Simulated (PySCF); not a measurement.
## Two-component Hartree-Fock for W⁺ (tungsten, charge +1)

Start: [Xe] 4f14 5d3 6s1 6p1; 5d5/2 filled at m_j = +1/2, +3/2, +5/2; 6s1/2 filled at m_j = +1/2; 6p3/2 filled at m_j = +3/2. Calculated with PySCF 2.14 in x2c-TZVPall-2c (11s11p10d2f, 108 functions): generalised Hartree-Fock with the X2C-1e Hamiltonian and a Gaussian nucleus; spin-orbit coupling (SO) screened by Boettger's factors. This is a chosen level, not necessarily the ground level.

| spinor shell | electrons | ε, screened SO (eV) | weight of nominal j (screened SO) | rms radius, screened SO (bohr) |
| --- | --- | --- | --- | --- |
| 1s1/2 | 2 | -69891.4 | 1.000 | 0.0208 |
| 2s1/2 | 2 | -12212.1 | 1.000 | 0.0838 |
| 2p1/2 | 2 | -11657.6 | 1.000 | 0.0713 |
| 2p3/2 | 4 | -10299.2 | 1.000 | 0.0787 |
| 3s1/2 | 2 | -2883.5 | 1.000 | 0.214 |
| 3p1/2 | 2 | -2636.9 | 1.000 | 0.206 |
| 3p3/2 | 4 | -2338.2 | 1.000 | 0.221 |
| 3d3/2 | 4 | -1927.7 | 1.000 | 0.195 |
| 3d5/2 | 6 | -1863.3 | 1.000 | 0.199 |
| 4s1/2 | 2 | -636.73 | 1.000 | 0.478 |
| 4p1/2 | 2 | -533.13 | 1.000 | 0.487 |
| 4p3/2 | 4 | -463.22 | 1.000 | 0.520 |
| 4d3/2 | 4 | -292.57 | 1.000 | 0.544 |
| 4d5/2 | 6 | -279.37 | 1.000 | 0.556 |
| 5s1/2 | 2 | -105.79 | 1.000 | 1.14 |
| 5p1/2 | 2 | -71.964 | 0.966 | 1.27 |
| 5p3/2 | 4 | -61.358 | 0.979 | 1.35 |
| 4f5/2 | 6 | -63.269 | 0.987 | 0.666 |
| 4f7/2 | 8 | -61.075 | 0.991 | 0.669 |
| 5d5/2 | 3 | -21.538 | 0.691 | 2.02 |
| 6s1/2 | 1 | -18.094 | 0.996 | 3.12 |
| 6p3/2 | 1 | -11.535 | 1.000 | 3.90 |

| quantity | screened SO |
| --- | --- |
| E (hartree) | -16149.14561 |
| M_J | 13/2 |
| ⟨J²⟩ | 48.780 |
| ⟨L²⟩ | 20.780 |
| ⟨S²⟩ | 8.565 |

Each row is a mean over spinors that exchange with the open shell spreads, by up to 6.860 eV (5p3/2).

Rows whose weight is well below 1 are mixtures of j = l ± 1/2: exchange outweighs spin-orbit coupling there, and the label is only the starting occupation.

Breit and QED terms are absent; they matter most for the inner s and p1/2 levels.

Densities and radii are taken from the X2C orbitals without a picture-change correction, which distorts them close to the nucleus.
